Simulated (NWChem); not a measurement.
# InNH4; SMILES [NH2][InH2]

Program: NWChem. Structure relaxed at the PBE0/def2-SVP level. def2 effective core potentials on In; no spin-orbit coupling. Ions are spin-unrestricted doublets at the neutral geometry; other ion states weren't tried.

```csv
level,−ε(HOMO) (eV)
B3LYP/def2-SVPD,6.78
PBE/def2-SVPD,?
r2SCAN/def2-SVPD,5.93
PBE0/def2-SVPD,6.98
```

Problem. Some entries are withheld; supply them.

Solution. 
- PBE/def2-SVPD, −ε(HOMO) (eV): 5.73
